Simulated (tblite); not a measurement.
Species: C7H13OP.
Numbering: `[CH3:1][CH2:2][C:3]1=[CH:4][P@@:5]1(=[O:6])[CH:7]([CH3:8])[CH3:9]` (hydrogens: H10, H11, H12 on C1; H13, H14 on C2; H15 on C4; H16 on C7; H17, H18, H19 on C8; H20, H21, H22 on C9)

Computed with GFN2-xTB (tblite), gas phase: L-BFGS steps from a force-field or distance-geometry start until the largest atomic force falls under 0.01 eV/Å.

Step 21: E = -766.0903 eV
```
atom  x, y, z in Å  |  force x, y, z in eV/Å
C1      3.2719   -0.4261    0.7974    0.018  -0.024   0.054
C2      2.4566   -0.1312   -0.4666   -0.075   0.040  -0.016
C3      1.1271    0.4066   -0.1111   -0.097  -0.058   0.077
C4      0.4221    1.5416   -0.2683    0.022  -0.022   0.030
P5     -0.3833    0.4200    0.8860    0.142  -0.049  -0.102
O6     -0.4522    0.6194    2.3413    0.015   0.051  -0.073
C7     -1.8363   -0.4554    0.1425    0.133  -0.050   0.048
C8     -1.5863   -0.9346   -1.2769   -0.006  -0.034  -0.074
C9     -2.9830    0.5373    0.2770    0.017  -0.045   0.032
H10     2.9481    0.2200    1.6104    0.056   0.070  -0.011
H11     3.1458   -1.4537    1.1281   -0.055  -0.012  -0.042
H12     4.3275   -0.2487    0.6081    0.010  -0.053   0.042
H13     2.3482   -1.0406   -1.0653    0.030   0.032   0.009
H14     2.9668    0.6222   -1.0741    0.011  -0.015  -0.025
H15     0.5637    2.4760   -0.7735   -0.046   0.054   0.007
H16    -2.0071   -1.3107    0.8075   -0.003   0.059   0.035
H17    -0.5189   -1.0198   -1.4770   -0.027  -0.037   0.026
H18    -2.0069   -0.2444   -2.0037    0.025   0.061   0.010
H19    -2.0434   -1.9086   -1.4342   -0.015   0.000  -0.036
H20    -3.9396    0.0619    0.0736   -0.044  -0.002  -0.025
H21    -2.9905    0.9240    1.2973   -0.078   0.054  -0.070
H22    -2.8408    1.3643   -0.4203   -0.032  -0.021   0.104
```

Step 22: E = -766.0944 eV
```
atom  x, y, z in Å  |  force x, y, z in eV/Å
C1      3.2682   -0.4255    0.7954    0.042  -0.036   0.083
C2      2.4580   -0.1315   -0.4689   -0.056   0.035  -0.045
C3      1.1260    0.3989   -0.1163   -0.103  -0.048   0.063
C4      0.4241    1.5357   -0.2730    0.036  -0.004   0.042
P5     -0.3818    0.4189    0.8827    0.107  -0.026  -0.074
O6     -0.4491    0.6279    2.3365    0.019   0.036  -0.045
C7     -1.8374   -0.4528    0.1453    0.094  -0.072  -0.006
C8     -1.5841   -0.9335   -1.2740   -0.011  -0.048  -0.096
C9     -2.9892    0.5354    0.2797    0.023  -0.043   0.026
H10     2.9491    0.2297    1.6015    0.055   0.089   0.023
H11     3.1357   -1.4480    1.1346   -0.089  -0.064  -0.030
H12     4.3250   -0.2622    0.6070    0.052  -0.025   0.027
H13     2.3635   -1.0344   -1.0772   -0.001  -0.023   0.010
H14     2.9672    0.6267   -1.0682    0.032   0.043  -0.052
H15     0.5765    2.4742   -0.7657   -0.056   0.069  -0.024
H16    -2.0071   -1.3090    0.8096   -0.001   0.059   0.036
H17    -0.5159   -1.0301   -1.4685   -0.044  -0.017   0.033
H18    -1.9953   -0.2422   -2.0058    0.037   0.068   0.037
H19    -2.0466   -1.9044   -1.4370   -0.027   0.003  -0.014
H20    -3.9438    0.0577    0.0698   -0.022  -0.002  -0.026
H21    -3.0042    0.9184    1.3008   -0.065   0.041  -0.051
H22    -2.8492    1.3692   -0.4099   -0.020  -0.036   0.082
```

Step 23: E = -766.0979 eV
```
atom  x, y, z in Å  |  force x, y, z in eV/Å
C1      3.2652   -0.4255    0.7945    0.042  -0.029   0.073
C2      2.4586   -0.1314   -0.4716    0.002   0.017  -0.044
C3      1.1240    0.3907   -0.1207   -0.046  -0.014   0.009
C4      0.4267    1.5309   -0.2767    0.039   0.020   0.038
P5     -0.3793    0.4175    0.8790    0.024   0.005  -0.021
O6     -0.4456    0.6367    2.3309    0.024   0.016  -0.013
C7     -1.8367   -0.4514    0.1473    0.019  -0.065  -0.052
C8     -1.5823   -0.9333   -1.2727   -0.016  -0.043  -0.072
C9     -2.9942    0.5324    0.2824    0.021  -0.037   0.011
H10     2.9513    0.2403    1.5935    0.058   0.082   0.041
H11     3.1247   -1.4440    1.1403   -0.112  -0.082  -0.016
H12     4.3235   -0.2751    0.6065    0.068  -0.010   0.017
H13     2.3775   -1.0290   -1.0882   -0.027  -0.059   0.015
H14     2.9683    0.6316   -1.0635    0.029   0.077  -0.058
H15     0.5868    2.4737   -0.7586   -0.059   0.056  -0.040
H16    -2.0075   -1.3065    0.8120    0.008   0.038   0.038
H17    -0.5139   -1.0399   -1.4599   -0.040  -0.008   0.024
H18    -1.9839   -0.2386   -2.0071    0.043   0.068   0.053
H19    -2.0504   -1.9006   -1.4395   -0.042   0.000  -0.005
H20    -3.9479    0.0538    0.0658    0.013  -0.008  -0.022
H21    -3.0180    0.9140    1.3032   -0.045   0.017  -0.018
H22    -2.8573    1.3729   -0.3987   -0.002  -0.040   0.043
```

Task: Estimate the geometry and energy of step 24. (The exact step hangs on the optimiser's Hessian estimate; all steps are aligned on step 23, rigid shifts and turns removed.)

Result: E = -766.1006 eV, largest force 0.129 eV/Å
```
atom  x, y, z in Å  |  force x, y, z in eV/Å
C1      3.2639   -0.4260    0.7952    0.026  -0.012   0.034
C2      2.4592   -0.1310   -0.4739    0.058   0.002  -0.021
C3      1.1223    0.3850   -0.1238    0.028   0.023  -0.044
C4      0.4289    1.5281   -0.2786    0.035   0.037   0.026
P5     -0.3770    0.4162    0.8761   -0.051   0.031   0.021
O6     -0.4425    0.6439    2.3265    0.025  -0.004   0.009
C7     -1.8355   -0.4516    0.1479   -0.043  -0.036  -0.061
C8     -1.5816   -0.9338   -1.2730   -0.020  -0.025  -0.021
C9     -2.9971    0.5292    0.2844    0.010  -0.028  -0.004
H10     2.9544    0.2491    1.5887    0.063   0.051   0.038
H11     3.1152   -1.4427    1.1438   -0.115  -0.059  -0.006
H12     4.3237   -0.2845    0.6067    0.056  -0.013   0.015
H13     2.3866   -1.0262   -1.0951   -0.039  -0.065   0.024
H14     2.9697    0.6357   -1.0613    0.012   0.075  -0.045
H15     0.5915    2.4746   -0.7537   -0.056   0.029  -0.042
H16    -2.0076   -1.3042    0.8145    0.018   0.009   0.036
H17    -0.5134   -1.0468   -1.4539   -0.021  -0.009   0.007
H18    -1.9755   -0.2345   -2.0069    0.041   0.063   0.050
H19    -2.0541   -1.8981   -1.4417   -0.056  -0.007  -0.009
H20    -3.9503    0.0509    0.0624    0.037  -0.018  -0.018
H21    -3.0285    0.9115    1.3042   -0.023  -0.011   0.011
H22    -2.8629    1.3745   -0.3902    0.016  -0.032   0.002
```

The energy changes by -0.0026 eV. The first-order estimate −F·Δx gives -0.0037 eV and the mean of the old and new forces, exact on a quadratic surface, -0.0026 eV. The step makes an angle of 72° with the force vector and moves no atom by more than 0.012 Å.
